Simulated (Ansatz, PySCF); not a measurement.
System: C3H10BN, charge 0, multiplicity 1. SMILES: CNB(C)C
Geometry: optimised at B3LYP-D3(BJ)/def2-TZVP (Ansatz, a first-principles code).

Wanted: vertical triplet-singlet gap, E(triplet) - E(singlet), in eV. Set-up: non-relativistic; UHF or UKS for open shells; no spin-orbit coupling; 6-311+G** with 5d; no dispersion term unless named; valence correlation only; 6-31G* and kin with 6d, 5d where marked; each state is the SCF solution reached for its charge and spin. First-principles rows: single points at B3LYP-D3(BJ) geometries (Ansatz). Levels can end on unlike triplets.

| level | program | vertical triplet-singlet gap, E(triplet) - E(singlet) (eV) |
|---|---|---|
| PBE/6-31G* | Ansatz | 6.18 |
| PBE/6-311+G** | Ansatz | 5.87 |
| B3LYP/3-21G | Ansatz | 6.55 |
| B3LYP/6-31G* | Ansatz | 6.45 |
| B3LYP/6-311+G** | Ansatz | 6.08 |
| M06-2X/6-31G* (5d) | PySCF | 6.66 |
| MP2/6-311+G** | Ansatz | 6.57 |
| PBE/def2-TZVPD | Ansatz | 5.86 |

No value to compare with is used here. The 7 habitual levels span 5.87 (PBE/6-311+G**) to 6.66 eV (M06-2X/6-31G* (5d)); PBE/def2-TZVPD gives 5.86.

The levels are drawn from those run, B3LYP/6-31G* more often than the rest, none by its result; left out are runs that failed, that the program found above a lower state of the same kind, or whose <S^2> lies over 0.5 above the pure value.
